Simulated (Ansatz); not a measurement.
Geometry optimisation, UKS r2SCANh/def2-SVP (Ansatz 0.2.0).

Input file:

```yaml
crystal:
  periodic: [false, false, false]
  atoms:
    - { symbol: Si, position_ang: [-0.1322, -0.3103, -0.4085] }
    - { symbol: I, position_ang: [0.75203, -1.74066, -2.12063] }
    - { symbol: H, position_ang: [-1.55372, -0.72456, -0.02452] }
    - { symbol: H, position_ang: [-0.2324, 1.1015, -1.0159] }
magnetization:
  spin_polarized: true
  initial_magnetization: 1
basis:
  gaussian: { orbitals: def2-SVP }
hamiltonian:
  xc: r2scanh
relax:
  f_tol: 0.015
  max_steps: 40
```

Command:

```bash
$ ansatz run input.yaml --threads 1 --pin off --max-ram 2048MiB --backend cpu --events-out ev --progress --plain --runs-dir out
```

Q: Where does it end, and by what steps?

A: The forces met the threshold. After 2 steps the energy has fallen by 0.053 eV; Si1 moved furthest, 0.06 Å.

```json
{"step": "0", "energy less start (eV)": "0.0000", "largest force component (eV/Å)": "1.000", "accepted": "yes"}
{"step": "1", "energy less start (eV)": "-0.0439", "largest force component (eV/Å)": "0.242", "accepted": "yes"}
{"step": "2", "energy less start (eV)": "-0.0527", "largest force component (eV/Å)": "0.006", "accepted": "yes"}
```

```xyz
4
Properties=species:S:1:pos:R:3
Si -0.164 -0.269 -0.429
I 0.750 -1.777 -2.120
H -1.523 -0.744 -0.035
H -0.229 1.115 -0.985
```

Time of the run: 35 s on 1 thread of AMD EPYC (Zen 3) (shared host), peak memory 0.18 GiB.
